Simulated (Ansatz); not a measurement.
`C[Si](C)(C)C#Cc1cnc(-c2cnc(-c3cnc(C#C[Si](C)(C)C)nc3)nc2)nc1` with charge +1. The state is a doublet with charge 1. Geometry r2SCAN-D4/def2-SVP, that of the neutral singlet; atoms count from 1.

Cartesian coordinates in Å:
```
C 3.7806 -9.9418 -0.2476
Si 4.9656 -8.5468 -0.6675
C 6.3908 -8.4870 0.5535
C 5.5985 -8.7150 -2.4279
C 4.0380 -6.9511 -0.5433
C 3.4223 -5.8906 -0.4594
C 2.7129 -4.6694 -0.3638
C 1.4411 -4.4804 -0.9527
N 0.7762 -3.3383 -0.8632
C 1.3571 -2.3349 -0.1816
C 0.6202 -1.0673 -0.0817
C 1.1328 0.0459 0.6093
N 0.4711 1.1930 0.7014
C -0.7311 1.2576 0.1005
C -1.4685 2.5255 0.2000
C -0.9554 3.6384 0.8918
N -1.6137 4.7878 0.9862
C -2.8167 4.8442 0.3809
C -3.5342 6.0799 0.4747
C -4.1492 7.1386 0.5550
Si -5.0755 8.7327 0.6778
C -5.4431 9.0470 2.4931
C -3.9858 10.0907 -0.0276
C -6.6649 8.5694 -0.3083
N -3.4060 3.8465 -0.3078
C -2.7330 2.7049 -0.3911
N -1.3143 0.2559 -0.5829
C -0.6453 -0.8873 -0.6698
N 2.5604 -2.4018 0.4154
C 3.2239 -3.5447 0.3247
H 2.9270 -9.9617 -0.9441
H 3.3815 -9.8312 0.7733
H 4.2921 -10.9170 -0.3090
H 6.9756 -9.4212 0.5143
H 7.0721 -7.6507 0.3287
H 6.0257 -8.3581 1.5850
H 6.1600 -9.6564 -2.5492
H 6.2703 -7.8822 -2.6905
H 4.7671 -8.7196 -3.1508
H 0.9662 -5.3001 -1.5066
H 2.1147 -0.0185 1.0925
H 0.0247 3.5703 1.3784
H -6.0547 8.2361 2.9202
H -4.5125 9.1129 3.0792
H -5.9952 9.9934 2.6196
H -4.4953 11.0672 0.0292
H -3.0384 10.1663 0.5297
H -3.7415 9.8949 -1.0839
H -7.2520 9.5019 -0.2637
H -6.4523 8.3503 -1.3670
H -7.2914 7.7525 0.0845
H -3.1946 1.8798 -0.9461
H -1.1089 -1.7104 -1.2259
H 4.2045 -3.6004 0.8140
```

Single mean-field runs in def2-TZVP are fitted with def2-universal-jkfit.

Estimate the Mulliken populations of the heavy atoms from the PBE0/def2-TZVP orbitals of Ansatz.


| atom | charge (e) | spin (α − β) |
| --- | --- | --- |
| C1 | -0.47 | 0.01 |
| Si2 | 0.30 | -0.01 |
| C3 | -0.47 | 0.00 |
| C4 | -0.47 | 0.02 |
| C5 | 0.12 | 0.19 |
| C6 | 0.02 | -0.03 |
| C7 | -0.09 | 0.14 |
| C8 | -0.07 | -0.02 |
| N9 | -0.21 | 0.04 |
| C10 | 0.27 | -0.01 |
| C11 | 0.06 | 0.14 |
| C12 | -0.06 | -0.01 |
| N13 | -0.20 | 0.04 |
| C14 | 0.27 | 0.01 |
| C15 | 0.06 | 0.13 |
| C16 | -0.04 | 0.01 |
| N17 | -0.17 | 0.02 |
| C18 | -0.07 | 0.05 |
| C19 | 0.07 | 0.01 |
| C20 | 0.19 | 0.17 |
| Si21 | 0.31 | -0.01 |
| C22 | -0.47 | 0.02 |
| C23 | -0.47 | 0.02 |
| C24 | -0.47 | 0.00 |
| N25 | -0.17 | 0.02 |
| C26 | -0.04 | 0.01 |
| N27 | -0.20 | 0.04 |
| C28 | -0.06 | -0.01 |
| N29 | -0.21 | 0.04 |
| C30 | -0.07 | -0.02 |
Mulliken values and Mayer orders depend strongly on the basis.

Where does the spin sit?

Summed by element: C 0.81, Si -0.02, N 0.20, H 0.00, of 1 unpaired in all. Largest on single atoms: C5 0.19, C20 0.17, C11 0.14.

And the Mayer bond orders between bonded heavy atoms (over 0.3)?

C1–Si2 1.02 (1.88 Å); Si2–C3 1.03 (1.88 Å); Si2–C4 1.02 (1.88 Å); Si2–C5 0.93 (1.85 Å); C5–C6 2.40 (1.23 Å); C6–C7 1.26 (1.42 Å); C7–C8 1.28 (1.41 Å); C7–C30 1.28 (1.41 Å); C8–N9 1.58 (1.32 Å); N9–C10 1.37 (1.34 Å); C10–C11 1.05 (1.47 Å); C10–N29 1.37 (1.34 Å); C11–C12 1.28 (1.41 Å); C11–C28 1.28 (1.41 Å); C12–N13 1.58 (1.33 Å); N13–C14 1.35 (1.35 Å); C14–C15 1.05 (1.47 Å); C14–N27 1.35 (1.35 Å); C15–C16 1.27 (1.41 Å); C15–C26 1.27 (1.41 Å); C16–N17 1.57 (1.33 Å); N17–C18 1.39 (1.35 Å); C18–C19 1.42 (1.43 Å); C18–N25 1.40 (1.35 Å); C19–C20 2.39 (1.23 Å); C20–Si21 0.92 (1.85 Å); Si21–C22 1.01 (1.88 Å); Si21–C23 1.02 (1.88 Å); Si21–C24 1.03 (1.88 Å); N25–C26 1.57 (1.33 Å); N27–C28 1.58 (1.33 Å); N29–C30 1.58 (1.32 Å).
